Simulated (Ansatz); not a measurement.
Consider the isomerisation: `CCB(N)F` → `CN(C)BF`.

Program: Ansatz. Geometries: PBE0-D4/def2-TZVP. ΔE: electronic, gas phase. CBS: MP2 limit from def2 TZ/QZ plus the TZ coupled-cluster correction, frozen cores. Functionals use def2-TZVPP. B3LYP here is the variant with VWN-RPA as its local correlation; programs differ in this. One conformer a species, not always the lowest.

```csv
level,ΔE (kJ/mol),difference from CCSD(T)/CBS
LDA (SPW92),83.2,-7.7
PBE-D4,87.4,-3.5
revPBE-D4,85.1,-5.8
B3LYP-D4,86.1,-4.8
CAM-B3LYP-D4,86.8,-4.1
B2PLYP,88.6,-2.3
PBE-QIDH,92.6,1.7
revPBE,90.4,-0.5
CAM-B3LYP,87.7,-3.2
LC-ωPBE,94.1,3.2
CCSD/def2-SVP,79.7,-11.2
CCSD(T)/def2-SVP,77.7,-13.2
SCS-MP2/def2-TZVPP,86.6,-4.3
CCSD/def2-TZVPP,90.1,-0.8
CCSD(T)/def2-TZVPP,88.6,-2.3
MP2/def2-QZVPP,92.1,1.2
CCSD(T)/CBS,90.9,0
```

Largest T1 diagnostic among the species: 0.012.

From BLYP to BHLYP (50 % exact exchange), in def2-TZVPP and without D4, ΔE moves by +4.8 kJ/mol. Leaving LDA and LC-ωPBE aside and taking each functional with its dispersion term where it has one, the values, not all of them listed here, spread over 14.5 kJ/mol, from BLYP-D4 to B97M-V. LDA lies −5.3 kJ/mol from PBE without D4. At CCSD(T), def2-SVP lies −13.2 kJ/mol from the extrapolated value and def2-TZVPP −2.3 kJ/mol.

CCSD(T)/CBS has its own doubt, a few kJ/mol and more with outer-core shells, so smaller differences from it don't rank the levels.
